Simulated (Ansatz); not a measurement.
Species: HBF, SMILES `F[BH]` (charge 0, multiplicity 2), formula HBF.

Problem. How many basis functions does frozen-core CCSD(T)/cc-pVTZ // PBE0-D3(BJ)/def2-TZVP (Ansatz, a first-principles code) use, how many core orbitals are frozen, and how many electrons are correlated?

Solution. 74 basis functions and 2 frozen orbitals, which leaves 11 correlated electrons. Core time is of the order of seconds.
